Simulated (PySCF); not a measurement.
# Ionisation energy of Yb by level of theory

Yb [Xe] 4f14 6s2 (1S) → Yb⁺ [Xe] 4f14 6s1 (2S), as a difference of total energies. Calculation: PySCF 2.14, in ANO-R3; the spin-free X2C one-electron Hamiltonian (Gaussian nucleus). Correlated levels: valence: [Kr] 4d10 frozen; valence and next inner shell: [Ar] 3d10 frozen. The calculations carry no spin-orbit coupling.

Q: Order these methods by the ionisation energy they give, lowest first.
A. SCS-MP2 (valence and next inner shell)
B. MP2 (valence)
C. PBE
D. r2SCAN

A: A (6.036 eV), B (6.060 eV), D (6.099 eV), C (6.321 eV).

MP2 underrates the near-degeneracy of ns² with np² in the lower species.

For comparison: 6.254 eV (measured; NIST Atomic Spectra Database, ionization energies).
